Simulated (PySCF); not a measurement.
AlMe2(NEt2), C6H16AlN.
Geometry (PBE0-D3(BJ)/def2-SVP, Å), atoms numbered from 1 in this order:
```
atom  x, y, z in Å
Al1    0.7370    1.2698   -0.0121
C2     2.5125    1.2902    0.8200
H3     3.2139    0.6204    0.2929
H4     2.4739    0.9412    1.8661
H5     2.9626    2.2957    0.8248
C6    -0.1230    2.8082   -0.8693
H7     0.5342    3.6916   -0.9045
H8    -1.0417    3.1065   -0.3349
H9    -0.4257    2.5795   -1.9054
N10   -0.1724   -0.2779    0.0107
C11    0.3427   -1.4784    0.6418
C12   -0.2734   -1.7777    2.0037
C13   -1.4728   -0.4272   -0.6155
C14   -1.4289   -1.1021   -1.9815
H15    1.4347   -1.3778    0.7631
H16    0.2035   -2.3541   -0.0217
H17   -0.0716   -0.9550    2.7077
H18   -1.3658   -1.8997    1.9384
H19    0.1388   -2.7057    2.4310
H20   -2.1578   -0.9902    0.0476
H21   -1.9328    0.5694   -0.7280
H22   -0.8206   -0.5112   -2.6847
H23   -0.9853   -2.1083   -1.9235
H24   -2.4396   -1.2079   -2.4069
```

The closed-shell ground state was solved at several levels (PySCF, density fitting, gas phase, non-relativistic).

```csv
level,basis functions,HOMO (eV),LUMO (eV),gap (eV),dipole (D)
B3LYP/pcSseg-1 (pcSseg-2 on Al),242,-5.89,-0.15,5.74,0.40
PBE/pcSseg-1 (pcSseg-2 on Al),242,-4.88,-0.68,4.20,0.44
CAM-B3LYP/def2-SVPD,292,-7.49,0.49,7.98,0.31
```

(1) Estimate the row for PBE0/pcSseg-1 (pcSseg-2 on Al), a basis of 242 functions; the other rows only guide the guess.

(2) Over all these levels, which gives the widest orbital gap and which the narrowest?

(3) In the pcSseg-1 (pcSseg-2 on Al) basis, how does the gap go with the fixed share of exact exchange?

(4) How far do the dipole and the HOMO energy spread over the levels?

## Answers

(1) HOMO -6.11 eV, LUMO 0.05 eV, gap 6.16 eV, dipole 0.36 D.

(2) CAM-B3LYP/def2-SVPD (range-separated hybrid) has the widest, 7.98 eV, and PBE/pcSseg-1 (pcSseg-2 on Al) (GGA) the narrowest, 4.20 eV. Functional and basis both differ between the two, so the spread mixes both effects.

(3) PBE (0 %) 4.20 eV; B3LYP (20 %) 5.74 eV; PBE0 (25 %) 6.16 eV. Each rise in the share widens the gap here.

(4) The dipole runs from 0.31 to 0.44 D (mean 0.38 D) and the HOMO from -7.49 to -4.88 eV.

One conformer stands for the species.
